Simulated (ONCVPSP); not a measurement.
## tin, ONCV: configuration errors across variants

```json
{
 "Element": "tin",
 "Generator": "ONCVPSP 4.0.1",
 "Type": "optimised norm-conserving Vanderbilt (ONCV)",
 "Functional": "PBEsol",
 "Relativity": "scalar-relativistic",
 "Frozen core": "[Kr]",
 "Valence charge": "14",
 "Reference configuration": "4d10 5s2 5p2",
 "Partial waves": "5s: rc 2.20 bohr, ncon 3, nbas 7, qcut 2.4 1/bohr, 1 projector; 5p: rc 2.10 bohr, ncon 3, nbas 6, qcut 3.7 1/bohr, 2 projectors, debl 2.3 Ha; 4d: rc 1.35 bohr, ncon 4, nbas 9, qcut 12.8 1/bohr, 2 projectors, debl 2.1 Ha; f scattering state at 0.29 Ha: rc 1.70 bohr, ncon 5, nbas 8, qcut 7 1/bohr, 2 projectors, debl 1.3 Ha",
 "Local potential": "polynomial inside 1.25 bohr (lpopt 5, dvloc0 0 Ha)",
 "Core correction": "polynomial model core, fcfact 0.3"
}
```

All-electron excitation energies from the reference (eV): (1) 4d10 5s2 5p1 6.898; (2) 4d10 5s2 5p0 20.870; (3) 4d10 5s1 5p0 51.886.

A true bound ghost makes a file unfit for plane-wave use even where its test errors are small: the radial tests pick states by their node count and pass the ghost by.

Errors AE − PS in meV (a dash: test not solved or not reliable):

```tsv
change	(1)	(2)	(3)	bound ghosts	GHOST(+) flags above zero
base	-1.7	-5.3	-20	s	p
s: qcut 1.5; p: qcut 2.4; d: qcut 8.2; f: qcut 4.5	-1.0	-2.6	-19	s	p, f
s: qcut 1.8; p: qcut 2.8; d: qcut 9.7; f: qcut 5.3	-1.2	-3.3	-19	s	p, f
s: qcut 2.1; p: qcut 3.2; d: qcut 11.1; f: qcut 6.1	-1.4	-4.2	-20	s	p
s: qcut 2.7; p: qcut 4.2; d: qcut 14.6; f: qcut 8	-1.9	-6.0	-21	s	p
s: qcut 2.9; p: qcut 4.5; d: qcut 15.6; f: qcut 8.5	-1.9	-6.2	-21	s	p
s: qcut 3.5; p: qcut 5.4; d: qcut 18.7; f: qcut 10.2	-1.8	-6.3	-22	s	p, d
```

**Question.** Give the same row for: s: qcut 3.1; p: qcut 4.8; d: qcut 16.7; f: qcut 9.1.

**Answer.** -1.9, -6.3, -21; bound ghosts: s; GHOST(+) flags above zero: p.
